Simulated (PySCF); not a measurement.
## Nitrogen: a sound run and one with changed settings

Sound run: N⁺ [He] 2s2 2p2, N²⁺ [He] 2s2 2p1. Computed with PySCF 2.14 in pcseg-2 (4s3p2d1f, 30 functions), with no relativity, point nucleus. The sound run starts from symmetry-adapted Hartree-Fock orbitals and uses a fine grid where one is needed.

Changed run: radial step 1.2 in ln r (0.13 in the sound run). This setting is unsound on purpose.

```json
{"species": "N⁺", "method": "UHF", "sound run (hartree)": "-53.88813", "changed run (hartree)": "-53.88813", "converged": "yes"}
{"species": "N⁺", "method": "PBE", "sound run (hartree)": "-53.99012", "changed run (hartree)": "-54.33439", "converged": "yes"}
{"species": "N⁺", "method": "M06-2X", "sound run (hartree)": "-54.05316", "changed run (hartree)": "-54.06358", "converged": "yes"}
{"species": "N²⁺", "method": "UHF", "sound run (hartree)": "-52.81426", "changed run (hartree)": "-52.81426", "converged": "yes"}
{"species": "N²⁺", "method": "PBE", "sound run (hartree)": "-52.88927", "changed run (hartree)": "-53.25503", "converged": "yes"}
{"species": "N²⁺", "method": "M06-2X", "sound run (hartree)": "-52.96047", "changed run (hartree)": "-52.99520", "converged": "yes"}
```

Ionisation energy of N⁺:

| method | sound run (eV) | changed run (eV) |
| --- | --- | --- |
| UHF | 29.221 | 29.221 |
| PBE | 29.956 | 29.371 |
| M06-2X | 29.734 | 29.072 |

A coarse radial grid mis-integrates the density and the exchange-correlation energy, with errors of either sign; Hartree-Fock needs no grid.

For comparison, NIST gives 29.601 eV between the lowest levels.
